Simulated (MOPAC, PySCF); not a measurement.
C$_{2}$H$_{3}$B, SMILES `C#CB`, neutral singlet in the gas phase. 

Cartesian coordinates (Å):
SMILES: BC#C
```xyz
6

B     -1.1232     0.1461    -0.3460
C      0.3642    -0.0477    -0.3541
C      1.5637    -0.2034    -0.3631
H     -1.8153    -0.5483    -1.0195
H     -1.6079     0.9939     0.3331
H      2.6185    -0.3406    -0.3714
```
Charge 0, multiplicity 1.

All levels are single points at this geometry (B3LYP-D3(BJ)/def2-TZVP); Pople sets use spherical d functions. Orbital energies aren't observables, and empty levels follow the basis.

B3LYP/6-31G* in PySCF gives HOMO (eV) = -7.54.

Estimate the HOMO (eV) from each of these levels: B3LYP-D3(BJ)/def2-TZVP in PySCF; B3LYP/3-21G in PySCF; B3LYP/6-311+G** in PySCF; HF/STO-3G in PySCF; AM1 in MOPAC.


```
level                            HOMO (eV)
-------------------------------  ---------
B3LYP-D3(BJ)/def2-TZVP in PySCF      -7.87
B3LYP/3-21G in PySCF                 -7.71
B3LYP/6-311+G** in PySCF             -7.88
HF/STO-3G in PySCF                   -9.07
AM1 in MOPAC                        -10.54
```
